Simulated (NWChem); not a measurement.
The numbers come from NWChem runs, not from measurements. System: Mg, charge 0, spin multiplicity 1. Level: RHF/def2-SVP.

Part of the output:

```
             Northwest Computational Chemistry Package (NWChem) 7.3.0
             --------------------------------------------------------

                                NWChem Input Module
                                -------------------

 Scaling coordinates for geometry "geometry" by  1.889725989
 (inverse scale =  0.529177249)

                             Geometry "geometry" -> ""
                             -------------------------

 Output coordinates in angstroms (scale by  1.889725989 to convert to a.u.)

  No.       Tag          Charge          X              Y              Z
 ---- ---------------- ---------- -------------- -------------- --------------
    1 Mg                  12.0000     0.00000000     0.00000000     0.00000000

 Effective nuclear repulsion energy (a.u.)       0.0000000000

            Nuclear Dipole moment (a.u.)
            ----------------------------
        X                 Y               Z
 ---------------- ---------------- ----------------
     0.0000000000     0.0000000000     0.0000000000

      Symmetry information
      --------------------

 Group name             D2h
 Group number             26
 Group order               8
 No. of unique centers     1

      Symmetry unique atoms

     1


 Summary of "ao basis" -> "" (spherical)
 ------------------------------------------------------------------------------
       Tag                 Description            Shells   Functions and Types
 ---------------- ------------------------------  ------  ---------------------
 *                          def2-svp                  on all atoms

 Summary of "ao basis" -> "ao basis" (spherical)
 ------------------------------------------------------------------------------
       Tag                 Description            Shells   Functions and Types
 ---------------- ------------------------------  ------  ---------------------
 Mg                         def2-svp                 8       18   4s3p1d

                                 NWChem SCF Module
                                 -----------------

  ao basis        = "ao basis"
  functions       =    18
  atoms           =     1
  closed shells   =     6
  open shells     =     0
  charge          =   0.00
  wavefunction    = RHF
  use symmetry    = T
  symmetry adapt  = T

 Summary of "ao basis" -> "ao basis" (spherical)
 ------------------------------------------------------------------------------
       Tag                 Description            Shells   Functions and Types
 ---------------- ------------------------------  ------  ---------------------
 Mg                         def2-svp                 8       18   4s3p1d

      Symmetry analysis of basis
      --------------------------

        ag          6
        au          0
        b1g         1
        b1u         3
        b2g         1
        b2u         3
        b3g         1
        b3u         3

 Forming initial guess at       0.0s

      Superposition of Atomic Density Guess
      -------------------------------------

 Sum of atomic energies:        -199.53481071

      Non-variational initial energy
      ------------------------------

 Total energy =    -199.534811
 1-e energy   =    -279.197508
 2-e energy   =      79.662697
 HOMO         =      -0.251596
 LUMO         =       0.053783

      Symmetry analysis of molecular orbitals - initial
      -------------------------------------------------

 !! scf_movecs_sym_adapt:   13 vectors were symmetry contaminated

  Symmetry fudging

 !! scf_movecs_sym_adapt:   13 vectors were symmetry contaminated

  Numbering of irreducible representations:

     1 ag          2 au          3 b1g         4 b1u         5 b2g
     6 b2u         7 b3g         8 b3u

  Orbital symmetries:

     1 ag          2 ag          3 b1u         4 b3u         5 b2u
     6 ag          7 b1u         8 b2u         9 b3u        10 ag
    11 ag         12 ag         13 b2g        14 b1g        15 b3g
    16 b1u

 Starting SCF solution at       0.0s

 ----------------------------------------------
         Quadratically convergent ROHF

 Convergence threshold     :          1.000E-07
 Maximum no. of iterations :          100
 Final Fock-matrix accuracy:          1.000E-09
 ----------------------------------------------

              iter       energy          gnorm     gmax       time
             ----- ------------------- --------- --------- --------
                 1     -199.5348106644  1.30D-07  1.14D-07      0.0
                 2     -199.5348106644  9.60D-11  5.22D-11      0.0

       Final RHF  results
       ------------------

         Total SCF energy =   -199.534810664426
      One-electron energy =   -279.197506656059
      Two-electron energy =     79.662695991633
 Nuclear repulsion energy =      0.000000000000

        Time for solution =      0.0s

       Symmetry analysis of molecular orbitals - final
       -----------------------------------------------

  Numbering of irreducible representations:

     1 ag          2 au          3 b1g         4 b1u         5 b2g
     6 b2u         7 b3g         8 b3u

  Orbital symmetries:

     1 ag          2 ag          3 b3u         4 b1u         5 b2u
     6 ag          7 b2u         8 b1u         9 b3u        10 ag
    11 ag         12 ag         13 b2g        14 b3g        15 b1g
    16 b1u

             Final eigenvalues
             -----------------

              1
    1  -49.0358
    2   -3.7756
    3   -2.2910
    4   -2.2910
    5   -2.2910
    6   -0.2516
    7    0.0538
    8    0.0538
    9    0.0538
   10    0.1351
   11    0.2716
   12    0.2716
   13    0.2716
   14    0.2716
   15    0.2716
   16    0.4203

                       ROHF Final Molecular Orbital Analysis
                       -------------------------------------

 Vector    4  Occ=2.000000D+00  E=-2.291008D+00  Symmetry=b1u
              MO Center= -6.8D-51, -1.4D-50, -4.0D-40, r^2= 1.7D-01
   Bfn.  Coefficient  Atom+Function         Bfn.  Coefficient  Atom+Function
  ----- ------------  ---------------      ----- ------------  ---------------
     7      0.997342  1 Mg pz

 Vector    5  Occ=2.000000D+00  E=-2.291008D+00  Symmetry=b2u
              MO Center= -2.5D-43,  1.2D-40,  6.2D-43, r^2= 1.7D-01
   Bfn.  Coefficient  Atom+Function         Bfn.  Coefficient  Atom+Function
  ----- ------------  ---------------      ----- ------------  ---------------
     6      0.997342  1 Mg py

 Vector    6  Occ=2.000000D+00  E=-2.515960D-01  Symmetry=ag
              MO Center= -5.0D-38, -3.8D-38,  1.5D-37, r^2= 3.5D+00
   Bfn.  Coefficient  Atom+Function         Bfn.  Coefficient  Atom+Function
  ----- ------------  ---------------      ----- ------------  ---------------
     3      0.742816  1 Mg s                  4      0.343867  1 Mg s
     2      0.340831  1 Mg s

 Vector    7  Occ=0.000000D+00  E= 5.378285D-02  Symmetry=b2u
              MO Center=  2.4D-33,  6.0D-33, -5.9D-33, r^2= 6.1D+00
   Bfn.  Coefficient  Atom+Function         Bfn.  Coefficient  Atom+Function
  ----- ------------  ---------------      ----- ------------  ---------------
    12      0.946785  1 Mg py

 Vector    8  Occ=0.000000D+00  E= 5.378285D-02  Symmetry=b1u
              MO Center= -9.0D-64,  8.7D-64, -1.6D-37, r^2= 6.1D+00
   Bfn.  Coefficient  Atom+Function         Bfn.  Coefficient  Atom+Function
  ----- ------------  ---------------      ----- ------------  ---------------
    13      0.946785  1 Mg pz

 Vector    9  Occ=0.000000D+00  E= 5.378285D-02  Symmetry=b3u
              MO Center=  3.3D-35,  7.5D-35,  4.4D-33, r^2= 6.1D+00
   Bfn.  Coefficient  Atom+Function         Bfn.  Coefficient  Atom+Function
  ----- ------------  ---------------      ----- ------------  ---------------
    11      0.946785  1 Mg px

 center of mass
 --------------
 x =   0.00000000 y =   0.00000000 z =   0.00000000

 moments of inertia (a.u.)
 ------------------
           0.000000000000           0.000000000000           0.000000000000
           0.000000000000           0.000000000000           0.000000000000
           0.000000000000           0.000000000000           0.000000000000

  Mulliken analysis of the total density
  --------------------------------------

    Atom       Charge   Shell Charges
 -----------   ------   -------------------------------------------------------
    1 Mg  12    12.00   2.00  2.00  1.38  0.63  5.98  0.01  0.00 -0.00

       Multipole analysis of the density wrt the origin
       ------------------------------------------------

     L   x y z        total         open         nuclear
     -   - - -        -----         ----         -------
     0   0 0 0     -0.000000      0.000000     12.000000

     1   1 0 0      0.000000      0.000000      0.000000
     1   0 1 0      0.000000      0.000000      0.000000
     1   0 0 1     -0.000000      0.000000      0.000000

     2   2 0 0     -9.972384      0.000000      0.000000
     2   1 1 0     -0.000000      0.000000      0.000000
     2   1 0 1      0.000000      0.000000      0.000000
     2   0 2 0     -9.972384      0.000000      0.000000
     2   0 1 1     -0.000000      0.000000      0.000000
     2   0 0 2     -9.972384      0.000000      0.000000

 Task  times  cpu:        0.0s     wall:        0.0s

 Total times  cpu:        0.1s     wall:        0.1s
```

Write an NWChem input that would produce this output.

Several could match; the one computed here: 
```
start mol
memory heap 200 mb stack 900 mb global 1100 mb
geometry units angstroms nocenter noautoz
  Mg     0.000000     0.000000     0.000000
  symmetry group D2h
end
basis spherical
  * library def2-svp
end
scf
  rhf
  nopen 0
  maxiter 100
  thresh 1e-7
  semidirect memsize 60000000 filesize 0
end
task scf energy
```
